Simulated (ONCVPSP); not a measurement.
# Varying the ONCV potential for Au (Z = 79)

Base potential:

ONCVPSP 4.0.1 input, shortened (lines: element, Z, core and valence counts, functional; n l f; lmax; l rc ep ncon nbas qcut; lloc lpopt rc5 dvloc0; l nproj debl; icmod fcfact rcfact), revPBE, scalar-relativistic:

```
  Au 79.00   10    3  -102130      upf
    1    0    2.00
    2    0    2.00
    2    1    6.00
    3    0    2.00
    3    1    6.00
    3    2   10.00
    4    0    2.00
    4    1    6.00
    4    2   10.00
    4    3   14.00
    5    0    2.00
    5    1    6.00
    5    2    8.00
    3
    0    1.55    0.00    4    7    5.80
    1    1.65    0.00    4    7    8.90
    2    2.05    0.00    4    9    6.20
    3    2.05    0.09    3    6    5.20
    4    5    1.10    6.00
    0    2    1.00
    1    2    3.30
    2    1    1.60
    3    2    0.70
    3    1.50    1.65
```

In the s channel the program set the typed energies aside and used -5.312, 0.050 Ha. In the p channel the program set the typed energies aside and used -3.513, 0.250 Ha.

All-electron outer shells of the reference configuration (revPBE, scalar-relativistic, ld1.x):

```csv
shell,level (eV),outermost node (bohr),outermost maximum (bohr)
4f,-117.62,–,0.37
5p,-95.60,0.52,0.96
5d,-40.55,0.56,1.18
```

Cutoffs, loose and tight: the cutoffs (Ha) at which the residual kinetic energy of the hardest occupied pseudo-wave falls to 1 and 0.1 mHa per electron. They do not see the model core or the augmentation charge, which bear on the density cutoff. Test errors are all-electron minus pseudo excitation energies from the reference, over the configurations 5s2 5p6 5d10 6s1; 5s2 5p6 5d10; 5s2 5p6 5d9; 5s2 5p6 5d10 6p1. A dash means not determined; rows that change the core or the reference have their own tests.

```tsv
change	outcome	cutoff, loose	cutoff, tight	bound ghosts	GHOST(+) flags above zero	largest test error (meV)
base	generated, projector energies reset by the program	21 Ha	50 Ha	none	s, f	+13
d: rc 1.94	generated, projector energies reset by the program	21 Ha	50 Ha	none	s, f	+15
d: rc 2.2	generated, projector energies reset by the program	21 Ha	50 Ha	none	s, f	+19
d: rc 2.72	generated, projector energies reset by the program	21 Ha	50 Ha	none	s, f	+87
d: rc 2.88	generated, projector energies reset by the program	21 Ha	50 Ha	none	s, d, f	+126
```

Problem. What comes out with this change to the base: d: rc 1.52?

Solution. outcome: generated, projector energies reset by the program; cutoff, loose: 21 Ha; cutoff, tight: 72 Ha; bound ghosts: none; GHOST(+) flags above zero: s, f; largest test error (meV): +23.

Problem. What comes out with this change to the base: d: rc 1.72?

Solution. outcome: generated, projector energies reset by the program; cutoff, loose: 21 Ha; cutoff, tight: 59 Ha; bound ghosts: none; GHOST(+) flags above zero: s, f; largest test error (meV): +21.

Problem. What comes out with this change to the base: d: rc 2.48?

Solution. outcome: generated, projector energies reset by the program; cutoff, loose: 21 Ha; cutoff, tight: 50 Ha; bound ghosts: none; GHOST(+) flags above zero: s, f; largest test error (meV): +44.

Reading the sweep of the d radius (base included, trends over the rows without a ghost): The loose cutoff stays near 21 Ha. The median size of the test errors (rows with all tests solved) rises from 11.8 meV at 1.52 to 66.1 meV at 2.88 bohr, with one reversal. More of the atom is replaced by a form fitted at one configuration, so other configurations suffer as the radius grows.
